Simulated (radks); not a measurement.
Excited configurations of the palladium ion Pd3+: one electron is placed in a higher orbital outside [Kr] 4d6. The ground configuration is [Kr] 4d7. Calculated with a radial shooting solver on a logarithmic mesh with Libxc functionals: scalar-relativistic Kohn-Sham, PBE, spin-polarised, spherical densities, finite nucleus; open shells are filled with parallel spins first (spin-orbit coupling, left out, can overturn this in heavy ions); Fermi nuclear charge, rms radius 4.5318 fm. Excitation = E - E(ground); binding = E(ion) - E, where the ion is the core of charge +4; n* = 4/sqrt(2 binding) in atomic units, and the quantum defect is n - n*.

| outer orbital | excitation (eV) | binding (eV) | quantum defect | eigenvalue (eV) |
|---|---|---|---|---|
| 5p | 17.623 | 30.013 | 2.307 | -26.140 |
| 5d | 28.025 | 19.611 | 1.668 | -16.936 |
| 6d | 35.801 | 11.835 | 1.711 | -10.468 |
| 6f | 40.225 | 7.411 | 0.580 | -6.545 |
| 7s | 36.257 | 11.379 | 2.626 | -10.222 |
| 7p | 37.629 | 10.007 | 2.336 | -9.005 |

The Delta-SCF ionisation energy is 47.636 eV (NIST Atomic Spectra Database: 46 eV, theoretical). Self-interaction in the functional shifts the binding energies and quantum defects, so they are the method's values and not measured ones. Open shells are spherical and high-spin; term and fine-structure splittings are not resolved.
